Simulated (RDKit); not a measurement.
Input for RDKit: UFF on C2H3ClO (a complex), monomers drawn apart or pushed together.

```python
from rdkit import Chem
from rdkit.Chem import AllChem, rdDetermineBonds

blocks = [
'''2

C     0.16091069    0.53450818    0.03766911
O    -0.42834911   -0.07465605   -0.70153484
''',
'''5

C     1.21636011    0.23914855    3.90228675
Cl    0.23401864   -1.19120363    3.44010107
H     0.70340878    0.75780120    4.70650800
H     2.19014944   -0.10996370    4.23206338
H     1.31007465    0.87710445    3.02900564
''',
]
mol = None
for b in blocks:
    f = Chem.MolFromXYZBlock(b)
    rdDetermineBonds.DetermineBonds(f, charge=0)
    mol = f if mol is None else Chem.CombineMols(mol, f)
Chem.SanitizeMol(mol)
print(Chem.MolToSmiles(Chem.RemoveHs(mol)))
ff = AllChem.UFFGetMoleculeForceField(mol, vdwThresh=100.0, ignoreInterfragInteractions=False)
e = ff.CalcEnergy()
print(f'UFF energy {e:.6f} kcal/mol')
```

Output:

```
CCl.[C-]#[O+]
UFF energy 0.326375 kcal/mol
```

The run finished.

Cost: around 0.04 core-seconds (rough).
